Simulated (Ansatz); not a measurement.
Species: BI$_{2}$, SMILES `I[B]I` (charge 0, multiplicity 2).

**Question.** Give a relaxed geometry from Ansatz (a first-principles code) with PBE0-D3(BJ)/def2-TZVP.

**Answer.** the end point of this relaxation (outside a Z-matrix the atoms follow the SMILES, hydrogens last).
Bond lengths (Å): I1–B2 2.087, B2–I3 2.087. Angles (°): I1–B2–I3 128.2.
